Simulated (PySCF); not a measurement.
**Electronic structure of Re (rhenium, neutral) at the B2PLYP level**

Configuration: [Xe] 4f14 5d5 6s1 6p1, high-spin 8P determinant (an excited configuration). Computed with PySCF 2.14 in aug-cc-pwCVTZ-PP with ECP60MDF (8s8p7d4f3g, 122 functions), with scalar relativity through the core potential.

| Quantity | Value |
| --- | --- |
| Total energy, PT2 part included | -78.1764 hartree |
| One-electron energy | -132.3382 hartree |
| Hartree (Coulomb) energy | 62.4653 hartree |
| Exchange-correlation energy | -8.2756 hartree |
| PT2 correlation before scaling by 0.27 | -0.10289 hartree |
| ⟨S²⟩ | 15.7512 |
| ⟨L²⟩ | 2.010 |
| Sum of ⟨r⟩ | 26.21 bohr |
| Sum of ⟨r²⟩ | 64.68 bohr² |
| Traceless quadrupole moment −½Σ⟨3z² − r²⟩ along its main axis | -8.78 e·bohr² |
| Time after the integrals | about 5 core-seconds |

```json
{"shell": "5s α", "electrons": "1", "mean orbital energy (eV)": "-95.933", "spread (eV)": "0", "rms radius, mean of both spins (bohr)": "1.12"}
{"shell": "5s β", "electrons": "1", "mean orbital energy (eV)": "-91.541", "spread (eV)": "0", "rms radius, mean of both spins (bohr)": "1.12"}
{"shell": "5p α", "electrons": "3", "mean orbital energy (eV)": "-56.318", "spread (eV)": "0.124", "rms radius, mean of both spins (bohr)": "1.30"}
{"shell": "5p β", "electrons": "3", "mean orbital energy (eV)": "-50.428", "spread (eV)": "0.262", "rms radius, mean of both spins (bohr)": "1.30"}
{"shell": "5d α", "electrons": "5", "mean orbital energy (eV)": "-10.642", "spread (eV)": "0.235", "rms radius, mean of both spins (bohr)": "2.03"}
{"shell": "6s α", "electrons": "1", "mean orbital energy (eV)": "-9.300", "spread (eV)": "0", "rms radius, mean of both spins (bohr)": "3.21"}
{"shell": "6p α", "electrons": "1", "mean orbital energy (eV)": "-3.708", "spread (eV)": "0", "rms radius, mean of both spins (bohr)": "4.58"}
```

Energies and moments cover only the electrons outside the core potential. Spin-orbit coupling, absent here, splits the open shell strongly.

The orbital energies are those of the SCF part of the double hybrid.
